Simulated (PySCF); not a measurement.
Structure with atom numbers: `[CH3:1][O:2][SiH2:3][O:4]/[C:5](=[CH:6]/[F:7])[O:8][CH3:9]`. Hydrogens are named by the atom that carries them.

PySCF 2.14 calculation with GFN2-xTB structure and σ from GIAO-PBE0/pcSseg-1; one conformer, no solvent model, non-relativistic Hamiltonian, rapidly exchanging positions averaged.

List the cross peaks expected in HSQC, COSY and HMBC spectra.

## Answers



HSQC (one-bond C–H):
```csv
δH,δC
6.87 (H(C6)),129.0 (C6)
4.12 (H(C9)),58.4 (C9)
3.88 (H(C1)),52.8 (C1)
```

HMBC (two and three bonds, from the bond graph):
```csv
δH,δC
6.87 (H(C6)),157.1 (C5)
4.81 (H(Si3)),"157.1 (C5), 52.8 (C1)"
4.12 (H(C9)),157.1 (C5)
```

No COSY cross peaks are expected.

Chemical shifts δ = σref − σ; TMS for 1H and 13C, all at this level.

Shifts are as computed. Against solution values, carbons near 30 ppm lie about +3 ppm off and those near 130 ppm about +5 ppm. Of 1309 compounds with measured shifts, 239 miss one by over three times the rms of a fit or turn the order of signals round; such compounds aren't used in these exercises.
